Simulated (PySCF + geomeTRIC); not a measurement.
Method: B3LYP-D3(BJ)/def2-TZVP run with PySCF + geomeTRIC. fastk is a local helper that only speeds up exchange builds. No frequencies were computed at this level.

```python
import json, numpy as np
from pyscf import gto, dft
from fastk import lowrank_exchange
atoms = """
B     -1.714971    -0.284535    -0.020962
B     -0.201173    -0.026653     0.028098
Si     1.613304     0.273145     0.034232
H     -2.186216    -1.254222    -0.508121
H     -2.529904     0.457369     0.408139
H      2.670032    -0.597673    -0.509577
H      2.348928     1.432567     0.568192
"""
def scf(charge, spin, dm0=None):
    mol = gto.M(atom=atoms, basis='def2-tzvp', ecp={}, charge=charge, spin=spin, verbose=3, max_memory=5040)
    mf = dft.KS(mol, xc='b3lyp').density_fit(auxbasis="def2-universal-jkfit")
    mf.disp = 'd3bj'
    mf.grids.level = 3
    mf.conv_tol = 1e-8
    mf.max_cycle = 60
    mf.kernel(dm0)
    if not mf.converged:
        mf = mf.newton().run(mf.mo_coeff, mf.mo_occ).undo_soscf()
    return mf
mf = scf(0, 0)
from pyscf.geomopt.geometric_solver import kernel as optimize
path = []
done, mol = optimize(mf, maxsteps=80, assert_convergence=False, callback=lambda env: path.append((env["energy"], bool(env["g_scanner"].converged))))
res = dict(converged=bool(done and path[-1][1]), energy=path[-1][0], path=[e for e, c in path], xyz=mol.atom_coords(unit="Angstrom").tolist(), nao=mol.nao)
json.dump(res, open("result.json", "w"))
```

Output:

```
converged SCF energy = -341.535564164426
Geometry optimization cycle 1
converged SCF energy = -341.535564161597
cycle 1: E = -341.535564162  dE = -341.536  norm(grad) = 0.0308196
Geometry optimization cycle 2
converged SCF energy = -341.538370040711
cycle 2: E = -341.538370041  dE = -0.00280588  norm(grad) = 0.0108065
Geometry optimization cycle 3
converged SCF energy = -341.538833270238
cycle 3: E = -341.53883327  dE = -0.00046323  norm(grad) = 0.00433032
Geometry optimization cycle 4
converged SCF energy = -341.538923551517
cycle 4: E = -341.538923552  dE = -9.02813e-05  norm(grad) = 0.00103181
Geometry optimization cycle 5
converged SCF energy = -341.538929580345
cycle 5: E = -341.53892958  dE = -6.02883e-06  norm(grad) = 0.00060334
Geometry optimization cycle 6
converged SCF energy = -341.538938131455
cycle 6: E = -341.538938131  dE = -8.55111e-06  norm(grad) = 0.000965992
Geometry optimization cycle 7
converged SCF energy = -341.538941882858
cycle 7: E = -341.538941883  dE = -3.7514e-06  norm(grad) = 0.000798728
Geometry optimization cycle 8
converged SCF energy = -341.538943287656
cycle 8: E = -341.538943288  dE = -1.4048e-06  norm(grad) = 0.000291512
Geometry optimization cycle 9
converged SCF energy = -341.538943520173
cycle 9: E = -341.53894352  dE = -2.32517e-07  norm(grad) = 0.000115904
<class 'geometric.internal.Distance'> : 6
<class 'geometric.internal.Angle'> : 4
<class 'geometric.internal.LinearAngle'> : 2
<class 'geometric.internal.OutOfPlane'> : 2
<class 'geometric.internal.Dihedral'> : 4
<class 'geometric.internal.TranslationX'> : 1
<class 'geometric.internal.TranslationY'> : 1
<class 'geometric.internal.TranslationZ'> : 1
<class 'geometric.internal.RotationA'> : 1
<class 'geometric.internal.RotationB'> : 1
<class 'geometric.internal.RotationC'> : 1
Step    0 : Gradient = 1.165e-02/1.625e-02 (rms/max) Energy = -341.5355641616
Step    1 : Displace = 6.961e-02/1.462e-01 (rms/max) Trust = 1.000e-01 (=) Grad = 4.084e-03/6.483e-03 (rms/max) E (change) = -341.5383700407 (-2.806e-03) Quality = 1.057
Step    2 : Displace = 2.786e-02/5.217e-02 (rms/max) Trust = 1.414e-01 (+) Grad = 1.637e-03/2.868e-03 (rms/max) E (change) = -341.5388332702 (-4.632e-04) Quality = 1.311
Step    3 : Displace = 1.795e-02/3.672e-02 (rms/max) Trust = 2.000e-01 (+) Grad = 3.900e-04/8.413e-04 (rms/max) E (change) = -341.5389235515 (-9.028e-05) Quality = 1.074
Step    4 : Displace = 4.594e-03/6.451e-03 (rms/max) Trust = 2.828e-01 (+) Grad = 2.280e-04/5.055e-04 (rms/max) E (change) = -341.5389295803 (-6.029e-06) Quality = 1.589
Step    5 : Displace = 1.129e-02/1.452e-02 (rms/max) Trust = 3.000e-01 (+) Grad = 3.651e-04/6.935e-04 (rms/max) E (change) = -341.5389381315 (-8.551e-06) Quality = 1.314
Step    6 : Displace = 7.881e-03/1.053e-02 (rms/max) Trust = 3.000e-01 (=) Grad = 3.019e-04/5.460e-04 (rms/max) E (change) = -341.5389418829 (-3.751e-06) Quality = 1.363
Step    7 : Displace = 3.982e-03/5.677e-03 (rms/max) Trust = 3.000e-01 (=) Grad = 1.102e-04/2.046e-04 (rms/max) E (change) = -341.5389432877 (-1.405e-06) Quality = 1.214
Step    8 : Displace = 4.835e-04/6.004e-04 (rms/max) Trust = 3.000e-01 (=) Grad = 4.381e-05/7.257e-05 (rms/max) E (change) = -341.5389435202 (-2.325e-07) Quality = 1.347
Converged! =D
```

Cost: roughly 80 core-seconds.
